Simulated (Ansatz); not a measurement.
Cost and result for the atomization energy of F$_{2}$GeH$_{2}$Se$_{2}$, SMILES `[F][Ge]([F])([SeH])[SeH]` (7 atoms, 6 bonds).

Charge 0, multiplicity 1. Correlated methods include outer-core shells of Ge, Se, which these sets cover unevenly. Scalar relativity is left out up to krypton. All single points use the PBE0-D4/def2-TZVP geometry. It is one conformer, not always the lowest. Program: Ansatz. All runs use 4 threads of an AMD EPYC 9R45 on a shared host. Times are those of one run each, without the atoms' runs, and a repeat can differ threefold. Electronic energies, without spin–orbit coupling; frozen cores. CCSD(T)/CBS adds CCSD(T) − MP2 in def2-TZVPP to the MP2 limit, and its time is that of the two runs behind it. T1 = 0.011. With those shells the extrapolation isn't a true limit. HSE06 is the plane-wave form, built on full-range PBE exchange.

CCSD(T)/CBS is a level of theory with its own doubt, some kJ/mol a heavy atom from the limit and from the frozen cores, so smaller differences don't rank the functionals.

```
                             level  functions  wall time  atomization (kJ/mol)  difference from CCSD(T)/CBS  per bond
                BLYP-D4/def2-TZVPP        234     0.95 s                2120.9                        -31.4      -5.2
   PBE-D4/def2-TZVPP (with forces)        234      1.2 s                2180.0                         27.7       4.6
                PBE0-D4/def2-TZVPP        234      1.8 s                2107.4                        -44.9      -7.5
               BHLYP-D4/def2-TZVPP        234      1.8 s                2008.7                       -143.6     -23.9
               HSE06-D4/def2-TZVPP        234      1.9 s                2107.6                        -44.7      -7.4
r2SCAN-D4/def2-TZVPP (with forces)        234        2 s                2151.9                         -0.4      -0.1
           CAM-B3LYP-D4/def2-TZVPP        234      2.1 s                2111.9                        -40.4      -6.7
                 B2PLYP/def2-TZVPP        234      2.8 s                2089.4                        -62.9     -10.5
                ωB97X-V/def2-TZVPP        234      3.9 s                2145.8                         -6.5      -1.1
                  CCSD(T)/def2-SVP        134      8.5 s                1942.6                       -209.7     -34.9
                    MP2/def2-QZVPP        441       11 s                2194.4                         42.1       7.0
                CCSD(T)/def2-TZVPP        234      110 s                2083.9                        -68.4     -11.4
                 CCSD(T)/CBS(def2)          –      2 min                2152.3                          0.0       0.0
```

From r2SCAN to r2SCAN0 (25 % exact exchange), in def2-TZVPP and without D4, the atomization energy moves by −73.5 kJ/mol: exact exchange takes away binding that semilocal exchange gives to molecules. Leaving LDA and LC-ωPBE aside and taking each functional with its dispersion term where it has one, the values spread over 171.3 kJ/mol, from BHLYP-D4 to PBE-D4. LDA lies +378.1 kJ/mol from PBE without D4, its usual overbinding. At CCSD(T), def2-SVP lies −209.6 kJ/mol from the extrapolated value and def2-TZVPP −68.3 kJ/mol: correlation converges slowly with the basis, and small sets miss more of it in the bonded molecule than in its fragments.

For some Ge, Se and Sn compounds the MP2-based and the directly extrapolated limit differ by 10 to 25 kJ/mol.
